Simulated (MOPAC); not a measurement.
Input file for MOPAC: PM7 on SeN, 2S+1 = 2, a spin state set in the input, which need not be the lowest, a point of a bond scan (R = 1.796 Å).

```
PM7 1SCF PRECISE CHARGE=0 UHF MS=0.5 THREADS=1
NSe

N      0.00000000 1     0.00000000 1     0.00000000 1
Se     0.00000000 1     0.00000000 1     1.79567800 1
```

Program output:

```
*******************************************************************************
 **                                                                           **
 **                              MOPAC v23.2.5                                **
 **                                                                           **
 *******************************************************************************
 ** MOPAC's Digital Object Identifier: https://doi.org/10.5281/zenodo.6511958 **
 **                                                                           **
 ** Please cite the open-source release paper for use of this MOPAC version:  **
 ** J. E. Moussa and J. J. P. Stewart (2026)                                  **
 ** MOPAC: An open-source semiempirical molecular orbital program             **
 ** J. Open Source Softw., 11(119), 8025, https://doi.org/10.21105/joss.08025 **
 *******************************************************************************

                              PM7 CALCULATION RESULTS

 *******************************************************************************
 *  PM7        - The PM7 Hamiltonian to be used
 *  UHF        - UNRESTRICTED HARTREE-FOCK CALCULATION
 *
 *
 *
 *                 CHARGE ON SYSTEM = 0
 *
 *
 *
 *  MS=        - IN MECI, MAGNETIC COMPONENT OF SPIN =  0.5
 *  PRECISE    - TIGHTER CRITERIA TO BE USED
 *  1SCF       - DO 1 SCF AND THEN STOP
 *  THREADS=1  - MULTI-THREADING NOT USED
 *  T=         - A TIME OF 172800.0 SECONDS REQUESTED
 *  DUMP=N     - RESTART FILE WRITTEN EVERY 7200.0 SECONDS REQUESTED
 *******************************************************************************
PM7 1SCF PRECISE CHARGE=0 UHF MS=0.5 THREADS=1
 NSe

   ATOM   CHEMICAL          X               Y               Z
  NUMBER   SYMBOL      (ANGSTROMS)     (ANGSTROMS)     (ANGSTROMS)

     1       N          0.00000000  *   0.00000000  *   0.00000000  *
     2      Se          0.00000000  *   0.00000000  *   1.79567800  *



          CARTESIAN COORDINATES

    NO.       ATOM           X           Y           Z

     1         N          0.0000      0.0000      0.0000
     2        Se          0.0000      0.0000      1.7957

 General Reference for PM7:
 "Optimization of Parameters for Semiempirical Methods VI: More Modifications to the
 NDDO Approximations and Re-optimization of Parameters", J. J. P. Stewart, J. Mol. Mod., 1:32, 19 (2013)
 https://link.springer.com/article/10.1007/s00894-012-1667-x

           Empirical Formula: N Se  =     2 atoms



      MOLECULAR POINT GROUP   :   C*v


          UHF CALCULATION, NO. OF ALPHA ELECTRONS =    6
                           NO. OF BETA  ELECTRONS =    5

 -------------------------------------------------------------------------------
 PM7 1SCF PRECISE CHARGE=0 UHF MS=0.5 THREADS=1
 NSe



     1SCF WAS SPECIFIED, SO BFGS WAS NOT USED
     SCF FIELD WAS ACHIEVED


                              PM7 CALCULATION
                                                       MOPAC v23.2.5 Linux




          FINAL HEAT OF FORMATION =         95.24316 KCAL/MOL =     398.49740 KJ/MOL


          COSMO AREA              =         75.62 SQUARE ANGSTROMS
          COSMO VOLUME            =         59.04 CUBIC ANGSTROMS

          IONIZATION POTENTIAL    =          8.257823 EV
          ALPHA SOMO LUMO (EV)    =         -8.258 -2.853
          BETA  SOMO LUMO (EV)    =         -9.373 -0.152
          NO. OF ALPHA ELECTRONS  =          6
          NO. OF BETA  ELECTRONS  =          5
          MOLECULAR WEIGHT        =         92.9667         POINT GROUP:  C*v

          MOLECULAR DIMENSIONS (Angstroms)

            Atom       Atom       Distance
           Se     2    N     1     1.79568
           Se     2    N     1     0.00000
            N     1   Se     2     0.00000


          SCF CALCULATIONS        =          1





   ATOM   CHEMICAL          X               Y               Z
  NUMBER   SYMBOL      (ANGSTROMS)     (ANGSTROMS)     (ANGSTROMS)

     1       N          0.00000000  *   0.00000000  *   0.00000000  *
     2      Se          0.00000000  *   0.00000000  *   1.79567800  *

                             CARTESIAN COORDINATES

   1    N        0.000000000     0.000000000     0.000000000
   2   Se        0.000000000     0.000000000     1.795678000


           Empirical Formula: N Se  =     2 atoms



      MOLECULAR POINT GROUP   :   C*v


          ALPHA EIGENVALUES
 -30.91931 -20.57514 -13.19891 -12.73275 -11.84299  -8.25782  -2.85259  -0.44632


           BETA EIGENVALUES
 -27.58430 -21.28036 -10.19452  -9.55871  -9.37305  -0.15184   0.08480   0.74142


              NET ATOMIC CHARGES AND DIPOLE CONTRIBUTIONS

  ATOM NO.   TYPE          CHARGE      No. of ELECS.   s-Pop       p-Pop
    1          N          -0.365944        5.3659     1.94022     3.42572
    2         Se           0.365944        5.6341     1.96887     3.66519
 DIPOLE           X         Y         Z       TOTAL
 POINT-CHG.     0.000     0.000     3.156     3.156
 HYBRID        -0.000     0.000    -0.235     0.235
 SUM           -0.000     0.000     2.921     2.921


          ATOMIC ORBITAL ELECTRON POPULATIONS

     Atom    s        px        py        pz
    1  N   1.94022   1.13281   1.02963   1.26329
    2 Se   1.96887   1.86719   0.97037   0.82762


                    (SZ)    =    0.500000
                    (S**2)  =    1.358462


          ATOMIC ORBITAL SPIN POPULATIONS

    Atom   Total    s     px     py     pz
         Atomic
    1  N  1.8013  0.003  0.867  0.757  0.175
    2 Se -0.8013  0.002  0.133 -0.757 -0.180

 **********************
 *                    *
 * JOB ENDED NORMALLY *
 *                    *
 **********************




 == MOPAC DONE ==
```

The run finished. Its determinant has ⟨S²⟩ = 1.36, a mixture of spin states.

Cost: about 0.020 core-seconds (a rough figure).
